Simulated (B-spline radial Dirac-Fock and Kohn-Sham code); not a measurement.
Two-hole binding energies of Sn¹⁰⁺

System: Sn¹⁰⁺, 1s2 2s2 2p6 3s2 3p6 3d10 4s2 4p6 4d4.

Input file task.json (cfg lists n, l and occupation; rrms is the nuclear radius in fm):

```json
{"items": [{
  "Z": 50,
  "q": 10,
  "cfg": [[1, 0, 2], [2, 0, 2], [2, 1, 6], [3, 0, 2], [3, 1, 6], [3, 2, 10], [4, 0, 2], [4, 1, 6], [4, 2, 4]],
  "A": 120,
  "rrms": 4.6519,
  "do": ["binding", "quiet", "double"]
}]}
```

Run with: `python xray_run.py task.json out`

Method: Dirac-Fock energy differences between relaxed states, corrected for Breit and QED terms. Computed with a radial finite-basis atomic code. U is the two-hole binding energy less the two single-hole energies, the effective repulsion of the holes after relaxation. Each two-hole energy is an average over J within one jj subconfiguration.

```tsv
holes	E(a) (eV)	E(b) (eV)	E(ab) (eV)	U (eV)
1s⁻²	29413.6	29413.6	59644.2	817.1
1s⁻¹ 2p1/2⁻¹	29413.6	4372.3	34026.2	240.4
1s⁻¹ 3p3/2⁻¹	29413.6	925.9	30415.6	76.1
1s⁻¹ 3d3/2⁻¹	29413.6	702.2	30187.5	71.7
2p1/2⁻¹ 2p3/2⁻¹	4372.3	4144.7	8676.7	159.7
2s⁻¹ 3p1/2⁻¹	4686.4	968.7	?	?
2s⁻¹ 3d3/2⁻¹	4686.4	702.2	5460.4	71.8
2s⁻¹ 3d5/2⁻¹	4686.4	693.7	5451.1	71.0
2p1/2⁻¹ 3p3/2⁻¹	4372.3	925.9	5367.3	69.1
2p3/2⁻¹ 3p1/2⁻¹	4144.7	968.7	5184.0	70.6
2p1/2⁻¹ 3d3/2⁻¹	4372.3	702.2	5144.8	70.3
2p1/2⁻¹ 3d5/2⁻¹	4372.3	693.7	5138.5	72.4
3d3/2⁻¹ 3d5/2⁻¹	702.2	693.7	1455.0	59.1
3d5/2⁻²	693.7	693.7	1445.8	58.3
```

Question: Give the missing two-hole energy and U.

Answer: E(ab) = 5723.9 eV and U = 68.8 eV.
